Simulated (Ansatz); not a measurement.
Al₂Ga₂As₄, relaxed as a singlet with RKS PBE-D4/def2-SVP in Ansatz, starting from the GFN2-xTB geometry. Force threshold 0.03 eV/Å.

Another isomer (singlet) lies 0.17 eV lower at PBE0-D4/def2-TZVP; other spin states weren't run for this one.

Start:

```xyz
8

Al    1.405   -1.065    0.796
Al    1.019    0.364   -1.454
Ga   -2.979   -1.310    0.029
Ga    0.498    2.536    0.214
As   -0.578   -1.720    1.782
As   -1.263    0.679   -1.711
As    3.118   -0.079   -0.493
As   -1.220    0.597    0.837
```

| step | energy (eV) | largest force component (eV/Å) | SCF passes |
| --- | --- | --- | --- |
| 1 | -361214.0722 | 0.454 | 22 |
| 2 | -361214.3024 | 0.259 | 30 |
| 3 | -361214.4448 | 0.213 | 30 |
| 4 | -361214.5465 | 0.164 | 30 |
| 5 | -361214.5852 | 0.196 | 29 |
| 6 | -361214.6002 | 0.133 | 22 |
| 7 | -361214.6058 | 0.080 | 25 |
| 8 (rejected) | -361214.5982 | 0.250 | 23 |
| 9 | -361214.6090 | 0.030 | 23 |
| 10 | -361214.6096 | 0.017 | 23 |

Force components are those of the run's own axes.

End:

```xyz
8

Al    1.226   -0.884    0.985
Al    0.662    0.175   -1.490
Ga   -2.379   -1.544   -0.334
Ga    1.083    2.401    0.173
As   -0.792   -1.732    1.787
As   -1.585    0.749   -1.584
As    2.820    0.116   -0.482
As   -1.035    0.720    0.945
```

Bonds formed: Al1–As8, Ga3–As6 (atoms count from 1).

No frequencies were taken in this run, so the end may be a saddle point.

Hardware: 4 threads of Intel Xeon on a shared host. Wall time 76 s, peak host memory 0.57 GiB.
